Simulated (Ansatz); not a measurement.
A structure relaxed at PBE-D4/def2-SVP in Ansatz, charge 0, singlet:

```xyz
12

Se   -1.053    1.680   -2.652
Hg   -0.888    2.316   -0.175
Hg   -1.978   -1.049   -1.083
Se   -3.212    0.206    0.779
Se    0.165    2.511    2.152
Hg   -1.159   -0.490    2.145
Hg    1.159    0.490   -2.145
Se   -0.165   -2.511   -2.152
Se    3.212   -0.206   -0.779
Hg    1.978    1.049    1.083
Hg    0.888   -2.316    0.176
Se    1.053   -1.680    2.652
```

Question: Give its formula and point group.

Answer: Hg6Se6. Point group D3d (tolerance 0.1 Å).

Question: Summarise the bond lengths by kind (pairs closer than 1.2 times the sum of covalent radii, bridged metal pairs left out).

Answer: 12 × Hg–Se 2.56 Å.

In the def2 sets Hg takes a core potential; there is no spin–orbit coupling.
